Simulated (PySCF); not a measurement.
# Correlation energy of Bi (bismuth, neutral)

[Xe] 4f14 5d10 6s1 6p4, 6s spin antiparallel (an excited configuration). All numbers are calculated (PySCF 2.14, a scalar-relativistic core potential, in aug-cc-pVQZ-PP with ECP60MDF). Frozen: 5s2 5p6 5d10; 5 electrons correlated.

MP2 pair energies summed by pair of shells (mhartree):

```csv
pair,energy,share (%)
6p-6p,-53.18,53.2
6s-6p,-46.76,46.8
```

Total MP2 correlation energy: -99.94 mhartree.

Same-spin part -15.05 and opposite-spin part -84.89 mhartree; SCS-MP2 scales them by 1/3 and 6/5 to -106.88 mhartree.

Spin-orbit coupling is strong in this species, so the high-spin LS determinant is a model state.
